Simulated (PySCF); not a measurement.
germylsilane (GeH6Si), SMILES [SiH3][GeH3]. Geometry optimised at PBE-D3(BJ)/def2-TZVP.

These are PySCF with PBE-D3(BJ)/def2-TZVP values and carry that method's errors.

Harmonic wavenumbers (cm⁻¹): 115, 345, 345, 345, 571, 571, 751, 851, 852, 852, 909, 909, 2072, 2086, 2086, 2154, 2171, 2171. Rotational constants (GHz): 41.09, 3.584, 3.584; symmetry number 3.

### Question
Work out the zero-point energy and the ideal-gas rigid-rotor harmonic-oscillator thermochemistry at 298.15 K and 1 atm.

### Answer
ZPE = ½ Σ hcν = ½ × 20156 cm⁻¹ = 120.56 kJ/mol. H − E(el) = 137.18 kJ/mol. Entropy in J/(mol K): translation 167.00, rotation 90.97, vibration 36.76, total 294.73. G − E(el) = 49.31 kJ/mol. Cp = 84.91 J/(mol K). Modes under 150 cm⁻¹ make the vibrational entropy uncertain.
